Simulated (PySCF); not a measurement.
# Adding and removing an electron: TlP

r²SCAN; Tl def2-SVPD with ECP60, P def2-SVPD; scalar-relativistic core potentials (PySCF 2.14). Neutral (UKS): triplet (π ↑↑), Re = 2.743 Å, ωe = 234 cm⁻¹, De = 1.87 eV, HOMO -4.46 eV, LUMO -3.34 eV.

TlP⁺ (UKS): quartet (σ ↑, π ↑↑), Re = 3.136 Å, ωe = 102 cm⁻¹. The energies at the minima are -513.77055 hartree for TlP and -513.51478 for TlP⁺.

Q: Work out the adiabatic ionisation energy, without and with harmonic zero-point energies (1 hartree = 27.2114 eV, 1 eV = 8065.5 cm⁻¹), and the change of the bond length.

A: At r²SCAN: 0.25577 hartree = 6.960 eV between the minima; the zero-point term (102.0 − 234.0)/2 cm⁻¹ = -0.008 eV makes it 6.952 eV. Re changes by +39.3 pm against the neutral. The electron leaves a σ orbital, and the ion is left as a loose complex of an ion and an atom.

Spin–orbit coupling is left out, which matters for elements this heavy, above all for dissociation energies. States were picked by a PBE0 search and need not be the measured ground states.
